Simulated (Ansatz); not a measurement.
Species: SiNH3Cl, charge 0, doublet. SiNH3Cl (SMILES Cl[SiH2][NH], doublet).
B3LYP-D3(BJ)/def2-TZVP minimum from Ansatz (a quantum-chemistry and plane-wave program):
```
Si
N 1 1.7413
H 2 1.0240 1 113.07
H 1 1.4799 2 110.21 3 61.59
H 1 1.4799 4 111.25 2 122.56
Cl 1 2.0545 4 107.94 5 118.25
```
Charge 0, spin multiplicity 2.

Atomisation energy term by term, kcal/mol (programs: Ansatz). Radicals and triplets start from unrestricted determinants; spin-orbit coupling is neglected. Cores are frozen in correlated methods. Rows without X2C or -DK are non-relativistic. CBS(X,Y): correlation extrapolated as X^-3, Hartree-Fock from the larger set. A bracket is a step between two methods taken in the basis named. '+ core + X2C': CCSD(T) terms for core correlation (cc-pwCVTZ, 1s frozen past Ne) and scalar relativity (cc-pVTZ-DK). For partners of very few electrons the exact lower level stands in for a higher one.

```csv
term,basis,kcal/mol
Hartree-Fock,cc-pV(Q+d)Z,298.82
CCSD correlation,"CBS(cc-pV(T+d)Z,cc-pV(Q+d)Z)",113.04
(T),"CBS(cc-pV(T+d)Z,cc-pV(Q+d)Z)",6.73
CCSDT(Q) - CCSD(T),cc-pV(D+d)Z,0.52
core correlation,cc-pwCVTZ,0.36
scalar relativity,"X2C, cc-pVTZ-DK",-1.11
sum: De,,418.3
```
